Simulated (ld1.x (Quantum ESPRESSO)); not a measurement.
## Before and after: TM potential for sulfur (S)

| Item | Value |
| --- | --- |
| Element | S |
| Generator | ld1.x (Quantum ESPRESSO) 7.5 |
| Type | norm-conserving Troullier–Martins (Kleinman–Bylander form) |
| Functional | PBE |
| Relativity | scalar-relativistic |
| Frozen core | [Ne] |
| Valence charge | 6 |
| Reference configuration | 3s2 3p4 |
| Partial waves | 3s (bound): rc 1.50 bohr; 3p (bound): rc 1.45 bohr |
| Local potential | all-electron potential smoothed inside 1.50 bohr (lloc = -1) |
| Core correction | a·sin(br)/r model core inside 1.20 bohr |

All-electron outer shells of the reference configuration (PBE, scalar-relativistic, ld1.x):

| shell | level (eV) | outermost node (bohr) | outermost maximum (bohr) |
| --- | --- | --- | --- |
| 2s | -211.71 | 0.13 | 0.39 |
| 2p | -156.51 | – | 0.33 |
| 3s | -17.26 | 0.60 | 1.40 |
| 3p | -7.01 | 0.58 | 1.61 |

Change: wave 3p (bound): rc 1.45 bohr becomes 3p (bound): rc 1.32 bohr.

Cutoffs: the cutoffs (Ry, on a coarse ladder) from which the occupation-weighted sum of valence levels, in a spherical-Bessel basis at the reference potential, stays within 10 and 1 mRy of its value at 400 Ry; they do not see the model core or the augmentation charge, which bear on the density cutoff. Errors are all-electron minus pseudo energies relative to the spin-unpolarised reference configuration.

Q: What does the change do?

A: The potential gets harder (35 Ry and 60 Ry → 45 Ry and 70 Ry); of the 7 tests that both files solve, the error grows in 0 and shrinks in 2 by more than 15 % and 0.3 meV (median size 5.2 → 3.3 meV); neither file shows a bound ghost. A smaller radius makes the pseudo-wave follow the all-electron one further in, where it bends more sharply, so more plane waves are needed.

```tsv
quantity	base	changed
cutoff, loose	35 Ry	45 Ry
cutoff, tight	60 Ry	70 Ry
bound ghosts	none	none
error for 3s2 3p3, meV [ΔE 11.77 eV]	+3.2	+3.3
error for 3s2 3p2, meV [ΔE 34.05 eV]	+23	+22
error for 3s2 3p1, meV [ΔE 68.09 eV]	+74	+71
error for 3s2 3p0, meV [ΔE 114.89 eV]	+178	+164
error for 3s1 3p5, meV [ΔE 10.31 eV]	-1.4	-0.7
error for 3s2 3p3.5, meV [ΔE 4.66 eV]	+0.4	+0.5
error for 3s0 3p6, meV [ΔE 20.74 eV]	-5.2	-2.4
s: phases at 1.64 bohr within 0.05 rad from the reference energy up to (Ry; the scan ends near 5)	3.1	3.1
p: phases at 1.64 bohr within 0.05 rad from the reference energy up to (Ry; the scan ends near 5)	to the end of the scan	to the end of the scan
```
